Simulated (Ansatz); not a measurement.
Stepwise reaction of `[SiH3]OB(O[SiH3])O[SiH3]` with water, as a gas-phase model of exchange steps in deposition or etching. ΔE in kJ/mol.

Gas-phase electronic energies from Ansatz, PBE0-D4/def2-TZVP geometries. CBS: MP2 limit from def2 TZ/QZ plus the TZ coupled-cluster correction, frozen cores. This one scheme is used for every species. DFT in def2-TZVPP. B3LYP here is the variant with VWN-RPA as its local correlation; programs differ in this. One conformer a species, not always the lowest.

```tsv
step	reaction	PBE-D4	B3LYP-D4	ωB97M-V	CCSD(T)/CBS
1	`[SiH3]OB(O[SiH3])O[SiH3]` + H₂O → `OB(O[SiH3])O[SiH3]` + `O[SiH3]`	13.5	18.1	15.8	21.3
3	`OB(O)O[SiH3]` + H₂O → `OB(O)O` + `O[SiH3]`	1.2	4.8	3.0	7.3
```

(1) Give the row of step 2, `OB(O[SiH3])O[SiH3]` + H₂O → `OB(O)O[SiH3]` + `O[SiH3]`. (An estimate is asked.)

(2) By hand: ΔE of the 3 steps together at CCSD(T)/CBS.

Answers

(1) Ansatz gave: 
```
step                                                 reaction  PBE-D4  B3LYP-D4  ωB97M-V  CCSD(T)/CBS
   2  `OB(O[SiH3])O[SiH3]` + H₂O → `OB(O)O[SiH3]` + `O[SiH3]`    -9.0      -4.7     -9.0         -5.4
```

(2) (21.3) + (-5.4) + (7.3) = 23.2 kJ/mol, or 7.7 kJ/mol a step.

In ΔE step 2 is the lowest and step 1 the highest. PBE-D4 differs from CCSD(T)/CBS by -7.8 to -3.6 kJ/mol a step. Isolated molecules leave out the surface, adducts and barriers. Largest T1 diagnostic: 0.012.
